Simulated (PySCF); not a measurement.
Input of a run (PBE0-D3(BJ)/def2-SVP geometry optimisation, gas phase (PySCF 2.14.0)), started from GFN2-xTB:
```
{"job": {"xc": "PBE0", "basis": "def2-SVP", "d3": "d3bj", "grid": 1, "shake": 0.01, "kind": "geom"}, "charge": 0, "multiplicity": 1}
C     -1.890730    -1.266390     0.151740
N     -1.209620     0.012540     0.196240
C     -1.979260     1.106040    -0.374490
C      0.205070     0.056160     0.086140
C      0.893650     0.988690    -0.573580
Si     2.717030     0.691490    -0.342190
C      2.310770    -0.813020     0.726660
C      0.992510    -0.928170     0.817830
H     -1.309450    -2.039660     0.574730
H     -2.832840    -1.165310     0.743430
H     -2.190050    -1.509720    -0.874970
H     -1.503660     2.054080    -0.058930
H     -2.032590     1.078950    -1.472290
H     -2.993280     1.069610     0.031620
H      0.439050     1.768110    -1.143790
H      3.438600     0.351320    -1.561940
H      3.458550     1.715930     0.414770
H      2.964990    -1.469890     1.247830
H      0.490530    -1.693680     1.431950
```

Output (energies in Eh, forces in Eh/bohr):
```
step   0  E = -578.69903877  max force = 0.055104
step   1  E = -578.70627710  max force = 0.008513
step   2  E = -578.70726847  max force = 0.003163
step   3  E = -578.70695340  max force = 0.008169
step   4  E = -578.70749085  max force = 0.001450
step   5  E = -578.70749882  max force = 0.001711
step   6  E = -578.70752171  max force = 0.000593
step   7  E = -578.70752855  max force = 0.000482
step   8  E = -578.70753509  max force = 0.000499
step   9  E = -578.70754035  max force = 0.000256
optimisation converged
```

Problem. Summarise the run.

Solution. The energy falls by 5.3 kcal/mol over 10 energy and gradient evaluations, the largest force component goes from 0.0551 to 2.6e-04 Eh/bohr, and the atoms move by 0.093 Å rms after alignment. Among the bonds, N2–C4, C1–H9 and Si6–H16 change most and about equally (-0.041 to +0.041 Å). Bonds longer at the end by more than 0.005 Å: 11 of 19; shorter: 8. Among the angles that change most is H9–C1–H11, from 111.3° to 107.6°. Among the dihedrals that turn most is H11–C1–N2–C3, from 55° to 66°. The energy rose by more than 1e-6 Eh at step 3. The first step brought 85 % of the lowering.

Problem. What are the final bond lengths?

Solution. C1–N2 1.443 Å, N2–C3 1.438 Å, N2–C4 1.378 Å, C4=C5 1.369 Å, C5–Si6 1.848 Å, Si6–C7 1.877 Å, C7=C8 1.345 Å, C4–C8 1.495 Å, C1–H9 1.096 Å, C1–H10 1.101 Å, C1–H11 1.108 Å, C3–H12 1.100 Å, C3–H13 1.109 Å, C3–H14 1.099 Å, C5–H15 1.089 Å, Si6–H16 1.498 Å, Si6–H17 1.499 Å, C7–H18 1.092 Å, C8–H19 1.094 Å. Numbering counts from 1 in the input's order; the species is `CN(C)C1=C[SiH2]C=C1`.

The run used 171 basis functions and 67 SCF cycles in all.

Not checked by PBE0-D3(BJ)/def2-SVP frequencies.
